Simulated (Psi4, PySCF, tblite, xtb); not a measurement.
Approach curve of the dimer H4O4Si ··· Cl- (SMILES O[Si](O)(O)O and [Cl-]) (charge -1). Monomers: optimised at B3LYP-D3(BJ) (def2-TZVP), held rigid. Orientation: lowest of the rigid-body minima from ten starts at GFN2-xTB. R is the distance of the centres of mass, along which the second monomer moves.

Geometry at R = 4.04 Å (first 9 atoms: monomer A):
```
10

O     -0.3805    -0.3733     1.5463
Si     0.0006    -0.0003     0.0003
O      0.2075    -1.4217    -0.7817
O      1.3152     0.9701     0.0694
O     -1.1401     0.8241    -0.8327
H     -0.9395    -1.1412     1.6882
H      0.1524    -1.4076    -1.7404
H      1.9697     0.7766     0.7451
H     -1.1854     1.7734    -0.6946
Cl    -2.1282    -2.6117     2.2347
```

- GFN1-xTB (xtb)
- MP2/aug-cc-pVDZ = DF-MP2/aug-cc-pVDZ, frozen core, counterpoise-corrected (Psi4 1.11)
- SCS-MP2/aug-cc-pVDZ = DF-SCS-MP2/aug-cc-pVDZ, frozen core, counterpoise-corrected (Psi4 1.11)
- RKS-B3LYP/6-31G* = PySCF 2.14.0 with restricted B3LYP/6-31G*, spherical d, no counterpoise correction
- GFN2-xTB (tblite)

Interaction energies in kcal/mol (negative: bound); R is the distance of the centres of mass, d the H6···Cl10 distance.

```
R / Å  d / Å  GFN1-xTB  MP2/aug-cc-pVDZ  SCS-MP2/aug-cc-pVDZ  RKS-B3LYP/6-31G*  GFN2-xTB
-----  -----  --------  ---------------  -------------------  ----------------  --------
3.86    1.80     -2.91           -10.30                -8.68            -13.79     -8.01
4.04    1.97     -4.77           -13.09               -11.86            -16.58     -9.03
4.21    2.13     -5.03           -13.58               -12.62            -16.97     -8.51
4.43    2.34     -4.41           -12.76               -12.07            -15.89     -7.13
4.73    2.63     -3.10           -10.73               -10.28            -13.33     -5.27
5.07    2.97     -1.83            -8.36                -8.08            -10.29     -3.75
5.55    3.44     -0.76            -5.73                -5.59             -6.75     -2.42
6.22    4.10     -0.16            -3.46                -3.39             -3.58     -1.38
7.25    5.12      0.13            -1.76                -1.74             -1.63     -0.61
8.52    6.39      0.20            -0.88                -0.87             -0.82     -0.24
```

Lowest grid point: GFN1-xTB -5.03 kcal/mol at R = 4.21 Å; MP2/aug-cc-pVDZ -13.58 kcal/mol at R = 4.21 Å; SCS-MP2/aug-cc-pVDZ -12.62 kcal/mol at R = 4.21 Å; RKS-B3LYP/6-31G* -16.97 kcal/mol at R = 4.21 Å; GFN2-xTB -9.03 kcal/mol at R = 4.04 Å.
